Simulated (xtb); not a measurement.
BiH7OSi2, SMILES [OH][Bi]([SiH3])[SiH3]. All values are semi-empirical tight-binding results from xtb (GFN2-xTB unless named), good for trends rather than for accurate numbers. Coordinates come from a GFN2-xTB optimisation. The structure was generated by enumeration; whether it is a known compound was not checked. Other conformers were not sampled.

For metal compounds this method's bond lengths and energies can be far off.

```yaml
point_group_as_xtb_finds_it: Cs
orbital_gap: 3.72 eV
zero_point_energy: 37.8 kcal/mol
G − E(el) at 298.15 K (modified RRHO): 14.7 kcal/mol
```
